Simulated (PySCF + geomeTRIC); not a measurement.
A geometry relaxed with PySCF + geomeTRIC with TPSSh-D3(BJ)/def2-TZVP, charge 0, multiplicity 1:

```xyz
4

Br    -1.9035    -1.1432     0.0134
Br     1.9735    -1.0633    -0.0076
Cl    -0.0270     2.0820    -0.0042
Al     0.0119     0.0048    -0.0010
```

Problem. Write the SMILES of this molecule.

Solution. `[Cl][Al]([Br])[Br]`
